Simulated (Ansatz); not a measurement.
H3NSi (SMILES [N][SiH3]): geometry of the low-spin state from B3LYP-D3(BJ)/def2-TZVP.
(charge 0, multiplicity 1):
| atom | x (Å) | y (Å) | z (Å) |
|---|---|---|---|
| N | 1.3127 | -0.0078 | -0.1486 |
| Si | -0.4565 | 0.0027 | 0.0517 |
| H | -0.9337 | 1.4073 | 0.0232 |
| H | -0.7953 | -0.6243 | 1.3529 |
| H | -1.0692 | -0.7663 | -1.0594 |
The high-spin state stands at its own minimum; R- takes a restricted low-spin state.

Codes used: Ansatz (Gaussian basis) for Hartree–Fock, density functionals and correlated methods. Values without a source in brackets are computed.

The gap E(multiplicity 1) − E(multiplicity 3) (kcal/mol) and the share of exact exchange:

```tsv
functional	exact exchange (%)	value
R-PBE/def2-TZVPP	0	43.60
R-PBE0/def2-TZVPP	25	48.26
R-B3LYP/def2-TZVPP	20	43.48
R-BHLYP/def2-TZVPP	50	47.28
R-r2SCAN/def2-TZVPP	0	50.58
```

**Question.** Take the value as linear in the share of exact exchange along PBE and PBE0. Give the slope, say whether the sign turns, and set the other functionals against that line.

**Answer.** 
Slope: (48.26 − (43.60))/2.5 = 1.86 kcal/mol for each 10 %. The line keeps its sign from 0 to 100 %. At 50 % it gives 52.9 kcal/mol. From B3LYP to BHLYP the slope is (47.28 − (43.48))/3 = 1.27 for each 10 %. BHLYP, at 50 %, lies -5.6 from the PBE line. B3LYP, at 20 %, lies -3.8 from the PBE line. r2SCAN, with none, stands 7.0 from PBE.

Doubts at one or more of the structures used: a restricted determinant that unrestricted orbitals would lower (R-PBE/def2-TZVPP, R-PBE0/def2-TZVPP, R-B3LYP/def2-TZVPP, R-BHLYP/def2-TZVPP, R-r2SCAN/def2-TZVPP).

Ansatz is a program for electronic structure.
